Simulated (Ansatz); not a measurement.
Reaction (redistribution): `[F][Ti]([F])([Cl])[SeH]` + `BBO` → `[OH][Ti]([F])([F])[SeH]` + `BBCl`

Computed with Ansatz on PBE0-D4/def2-TZVP structures; ΔE is electronic, products minus reactants. CCSD(T)/CBS adds triple-zeta CCSD(T) − MP2 to the extrapolated MP2 energy (def2 sets, frozen cores). For Se, Ti outer-core shells are correlated without core-valence functions, which leaves a few kJ/mol of doubt a bond. Scalar relativity is left out up to krypton. Each species was taken in one conformer, which may not be the lowest.

```json
{"species": "`[F][Ti]([F])([Cl])[SeH]`", "CCSD(T)/CBS(def2) energy (Eh)": "-3909.82967"}
{"species": "`BBO`", "CCSD(T)/CBS(def2) energy (Eh)": "-127.16606"}
{"species": "`[OH][Ti]([F])([F])[SeH]`", "CCSD(T)/CBS(def2) energy (Eh)": "-3525.81960"}
{"species": "`BBCl`", "CCSD(T)/CBS(def2) energy (Eh)": "-511.15624"}
```

Q: Work out ΔE.

A: ΔE = (-3525.81960) + (-511.15624) − (-3909.82967) − (-127.16606) = 0.01989 Eh = +12.5 kcal/mol.

Largest T1 diagnostic among the species: 0.024, so the coupled-cluster value is less sure than usual.

In def2-TZVPP, CCSD(T) changes the Hartree–Fock value by +0.9 kcal/mol (the triples alone add +1.0 kcal/mol) and MP2 by +1.7 kcal/mol.
